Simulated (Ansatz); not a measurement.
Si₃₃BNH₄₆⁻, a doped nanocrystal cut from the lattice of silicon (B and N 2.4 A apart). Total charge -1; doublet. Geometry PBE-D4/def2-SVP, that of the neutral singlet.

```xyz
81

Si   -3.042    4.449   -0.261
Si   -1.546    5.369   -3.785
Si    0.520    4.807   -0.673
Si    0.796    2.273   -3.552
Si   -4.635    3.599    3.164
Si   -0.829    3.489    2.588
Si   -2.709    0.248    2.712
Si   -0.991   -1.081   -3.666
Si   -3.006   -2.247   -0.035
Si   -0.920    1.023   -0.399
Si    2.364    1.089   -0.210
N     0.709    0.070    2.014
Si    0.865   -1.831   -0.375
Si    2.791   -0.858   -3.526
Si    4.881   -2.263   -0.619
Si   -0.648   -3.074    2.726
Si    3.095   -2.822    2.637
Si    1.574   -6.251    3.289
Si    2.811   -5.266   -0.265
Si   -3.441    4.636   -2.577
Si   -5.008    3.770    0.844
Si   -1.045    3.299    0.253
Si   -1.063    1.080   -2.746
Si    0.523    4.541   -3.008
Si    2.676    1.277   -2.540
Si   -2.925    0.073    0.380
Si   -2.651    2.416    3.619
Si   -0.613   -0.749    3.106
Si    0.925   -2.047   -2.717
Si   -0.890   -3.198    0.391
B     0.706    0.061    0.385
Si    2.827   -2.975    0.307
Si    4.721   -2.072   -2.958
Si    1.420   -6.705    0.983
Si    1.316   -3.946    3.685
H    -2.795    5.859    0.236
H    -1.509    6.872   -3.638
H    -1.730    5.057   -5.250
H     0.021    6.194   -0.339
H     1.900    4.663   -0.088
H     0.891    2.129   -5.054
H    -4.495    4.992    3.729
H    -5.793    2.925    3.859
H    -0.708    4.925    3.032
H     0.448    2.797    3.041
H    -3.669   -0.629    3.484
H    -0.853   -0.994   -5.167
H    -2.239   -1.865   -3.349
H    -4.030   -2.881    0.878
H    -3.427   -2.516   -1.457
H     2.368    2.494    0.359
H     3.624    0.465    0.356
H     0.750    1.062    2.321
H     1.617   -0.328    2.326
H     2.695   -0.718   -5.029
H     5.344   -0.962   -0.020
H     5.903   -3.319   -0.265
H    -1.865   -3.536    3.494
H     3.055   -1.356    3.039
H     4.429   -3.348    3.107
H     0.533   -7.029    4.057
H     2.936   -6.665    3.790
H     2.500   -5.412   -1.734
H     4.219   -5.773   -0.050
H    -4.533    5.664   -2.762
H    -3.960    3.328   -3.112
H    -6.062    4.825    0.607
H    -5.531    2.467    0.304
H    -2.344    1.783   -3.126
H     1.626    5.364   -3.634
H     3.925    2.071   -2.847
H    -4.183    0.743   -0.111
H    -2.439    2.292    5.112
H    -0.072   -0.410    4.475
H     1.044   -3.515   -3.055
H    -0.846   -4.623   -0.097
H     5.965   -1.431   -3.525
H     4.604   -3.462   -3.536
H    -0.019   -6.601    0.558
H     1.871   -8.126    0.743
H     1.276   -3.656    5.168
```

Single mean-field runs in def2-TZVP are fitted with def2-universal-jkfit. At LDA (SPW92)/def2-TZVP the gap within one spin of the charge -1 doublet nearly closes, so an electron or hole may be smeared out by delocalisation error.

Task: Estimate the α-spin orbital energies around the gap (eV) in Ansatz with LDA (SPW92)/def2-TZVP, PBE-D4/def2-TZVP, PBE0-D4/def2-TZVP.

Result: 
```
orbital  LDA (SPW92)/def2-TZVP  PBE-D4/def2-TZVP  PBE0-D4/def2-TZVP
 HOMO−5                  -3.95             -3.84              -4.75
 HOMO−4                  -3.92             -3.83              -4.69
 HOMO−3                  -3.80             -3.70              -4.58
 HOMO−2                  -3.64             -3.55              -4.43
 HOMO−1                  -3.45             -3.35              -4.23
   HOMO                  -0.25             -0.09              -0.27
   LUMO                  -0.10              0.11               0.81
 LUMO+1                  -0.02              0.16               0.85
 LUMO+2                  -0.01              0.18               0.88
 LUMO+3                   0.05              0.24               0.92
 LUMO+4                   0.07              0.25               0.95
 LUMO+5                   0.12              0.31               1.02
 β HOMO                  -3.43             -3.33              -4.20
 β LUMO                  -0.14              0.10               0.80
```
